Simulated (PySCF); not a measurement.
Br4Se, charge -1, multiplicity 2. Atoms are numbered in the order given.

```xyz
5

Se     0.0000     0.0000     0.1893
Br     0.0000     2.5894     0.1101
Br     0.0000    -2.5894     0.1101
Br    -2.5441     0.0000    -0.2021
Br     2.5441     0.0000    -0.2021
```
Charge -1, spin multiplicity 2.

Coordinates come from a B3LYP-D3(BJ)/def2-SVPD optimisation.

Level of theory: B3LYP/def2-SVPD (PySCF).

Mulliken values depend strongly on the basis, most of all with diffuse functions as here. ESP charges are fitted to the potential on shells at 1.4 to 2.0 van der Waals radii. Atomic charges (e):

```tsv
atom	Mulliken	meta-Löwdin	ESP fit	Mulliken spin
Se1	0.58	?	0.37	0.57
Br2	-0.41	?	-0.36	0.08
Br3	-0.41	?	-0.36	0.08
Br4	-0.38	?	-0.32	0.13
Br5	-0.38	?	-0.32	0.13
```

**Question.** What belongs in the gaps? (The exact figures need the calculation; the answer reports its results.)

**Answer.** 
- Se1, meta-Löwdin: 0.53
- Br2, meta-Löwdin: -0.40
- Br3, meta-Löwdin: -0.40
- Br4, meta-Löwdin: -0.37
- Br5, meta-Löwdin: -0.37
